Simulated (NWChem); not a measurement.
Species: CBrClF2; SMILES FC(F)(Cl)Br

```xyz
5

F     -1.1557     0.7481    -1.0710
C     -0.4094     0.5454     0.0000
F     -1.1557     0.7481     1.0710
Cl     0.9391     1.6783     0.0000
Br     0.2109    -1.2914     0.0000
```
Atoms are numbered in this order, from 1.

Results from NWChem. Geometry optimised at PBE0/def2-SVP; all other runs use it. This build's default masses of Se (78.918 u) and Br (79.917 u) are each other's, which moves their modes by up to 0.6 %.

```tsv
quantity	level	value
vertical, lowest state with f > 0.02, singlet (eV)	CAM-B3LYP/def2-SVPD, TDA	[?]
anisotropy (bohr³), static	CAM-B3LYP/def2-SVPD	[?]
dipole in solution (D) in water	PBE0/def2-SVP, SMD	0.37
vertical ionisation energy, ΔSCF (eV)	CAM-B3LYP/def2-SVP	11.40
dipole (D)	PBE0/def2-SVP	0.34
highest harmonic frequency (cm⁻¹)	PBE0/def2-SVP	[?]
```

Task: Some entries are withheld; supply them.

Result: 
- vertical, lowest state with f > 0.02, singlet (eV), value: 7.43
- anisotropy (bohr³), static, value: 18.1
- highest harmonic frequency (cm⁻¹), value: 1251
